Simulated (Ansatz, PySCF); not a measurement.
Energy landscape of H₃B, singlet: umbrella (inversion) coordinate, bond length relaxed. Scanned: angle between the B-H bonds and the threefold axis (90 = planar). Other coordinates (B-H bond length) were minimised at B3LYP/def2-TZVP.

Cartesian coordinates as functions of the variables (Å; names that start with a are angles):
```
B  0  0  0
H  r*sin(a)*cos(0*2*pi/3+0)  r*sin(a)*sin(0*2*pi/3+0)  0+r*cos(a)
H  r*sin(a)*cos(1*2*pi/3+0)  r*sin(a)*sin(1*2*pi/3+0)  0+r*cos(a)
H  r*sin(a)*cos(2*2*pi/3+0)  r*sin(a)*sin(2*2*pi/3+0)  0+r*cos(a)
```

- RKS-PBE/cc-pVDZ = restricted PBE/cc-pVDZ in Ansatz (a quantum-chemistry and plane-wave program)
- RKS-B3LYP/LANL2DZ = restricted B3LYP/LANL2DZ run with PySCF
- RKS-B3LYP/cc-pVDZ = restricted B3LYP/cc-pVDZ (Ansatz)
- RKS-CAM-B3LYP/cc-pVDZ = Ansatz with restricted CAM-B3LYP/cc-pVDZ
- MP2/cc-pVDZ = MP2 on RHF/cc-pVDZ, frozen core (Ansatz)
- FCI/cc-pVDZ = full CI/cc-pVDZ, frozen core (Ansatz)

Energies in kJ/mol, each method relative to its own lowest point.

| a / ° | RKS-PBE/cc-pVDZ | RKS-B3LYP/LANL2DZ | RKS-B3LYP/cc-pVDZ | RKS-CAM-B3LYP/cc-pVDZ | MP2/cc-pVDZ | FCI/cc-pVDZ |
|---|---|---|---|---|---|---|
| 90 | 0.0 | 0.0 | 0.0 | 0.0 | 0.0 | 0.0 |
| 92.36 | 1.3 | 1.3 | 1.4 | 1.4 | 1.4 | 1.4 |
| 96.61 | 10.2 | 10.6 | 10.7 | 10.7 | 11.2 | 11.0 |
| 98.60 | 17.2 | 17.9 | 18.1 | 18.1 | 18.9 | 18.6 |
| 101.60 | 31.3 | 32.5 | 32.9 | 33.0 | 34.5 | 33.8 |
| 104.74 | 50.4 | 52.5 | 53.1 | 53.2 | 55.6 | 54.6 |
| 107.59 | 71.8 | 74.8 | 75.7 | 75.8 | 79.3 | 77.8 |
| 111.35 | 105.9 | 110.2 | 111.7 | 111.9 | 116.9 | 114.7 |
| 113.54 | 128.9 | 134.1 | 135.9 | 136.2 | 142.2 | 139.5 |
| 116.55 | 164.2 | 171.0 | 173.2 | 173.6 | 181.2 | 177.7 |
| 119.40 | 201.7 | 210.3 | 212.8 | 213.4 | 222.5 | 218.3 |
| 122.78 | 251.5 | 262.8 | 265.4 | 266.2 | 277.3 | 272.0 |
| 126.14 | 306.8 | 321.9 | 324.0 | 325.1 | 338.1 | 331.6 |
| 128.41 | 347.7 | 366.2 | 367.2 | 368.6 | 382.9 | 375.4 |
| 132 | 418.4 | 443.9 | 442.1 | 444.0 | 460.1 | 450.8 |

Q: Order the methods in the basis of the full CI by their root-mean-square error against it, after the best constant shift.

A: RKS-CAM-B3LYP/cc-pVDZ 2.49, MP2/cc-pVDZ 2.89, RKS-B3LYP/cc-pVDZ 3.02, RKS-PBE/cc-pVDZ 10.43 (kJ/mol).
